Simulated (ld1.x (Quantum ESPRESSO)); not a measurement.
Before and after: TM potential for krypton

```
Element                 : krypton (Kr)
Generator               : ld1.x (Quantum ESPRESSO) 7.5
Type                    : norm-conserving Troullier–Martins (Kleinman–Bylander form)
Functional              : PBE
Relativity              : scalar-relativistic
Frozen core             : [Ar]
Valence charge          : 18
Reference configuration : 3d10 4s2 4p6
Partial waves           : 4s (bound): rc 1.20 bohr; 4p (bound): rc 1.55 bohr; 3d (bound): rc 0.90 bohr
Local potential         : the d channel
Core correction         : none
```

Change: wave 4p (bound): rc 1.55 bohr becomes 4p (bound): rc 1.12 bohr.

Cutoffs: the cutoffs (Ry, on a coarse ladder) from which the occupation-weighted sum of valence levels, in a spherical-Bessel basis at the reference potential, stays within 10 and 1 mRy of its value at 400 Ry; they do not see the model core or the augmentation charge, which bear on the density cutoff. Errors are all-electron minus pseudo energies relative to the spin-unpolarised reference configuration.

Problem. How do hardness, ghosts and transferability respond?

Solution. Both files keep a bound ghost (p, s); of the 7 tests that both files solve, the error grows in 1 and shrinks in 4 by more than 15 % and 0.3 meV (median size 7.9 → 5.0 meV).

| quantity | base | changed |
| --- | --- | --- |
| cutoff, loose | over 300 Ry | over 300 Ry |
| cutoff, tight | over 300 Ry | over 300 Ry |
| loose cutoff by channel (10 mRy a level) | s 45 Ry, p 50 Ry, d 300 Ry | s 45 Ry, p 90 Ry, d 300 Ry |
| bound ghosts | s, p | s, p |
| error for 3d10 4s2 4p5, meV [ΔE 14.29 eV] | -0.1 | -0.3 |
| error for 3d10 4s2 4p4, meV [ΔE 39.46 eV] | +7.9 | +5.0 |
| error for 3d10 4s2 4p3, meV [ΔE 76.54 eV] | +33 | +23 |
| error for 3d10 4s2 4p2, meV [ΔE 126.35 eV] | +87 | +63 |
| error for 3d9 4s2 4p6, meV [ΔE 93.87 eV] | -674 | -539 |
| error for 3d10 4s1 4p6, meV [ΔE 28.80 eV] | +2.9 | +3.5 |
| error for 3d10 4s2 4p5.5, meV [ΔE 5.86 eV] | -0.6 | -0.5 |

 A true bound ghost makes a file unfit for plane-wave use even where its test errors are small: the radial tests pick states by their node count and pass the ghost by.
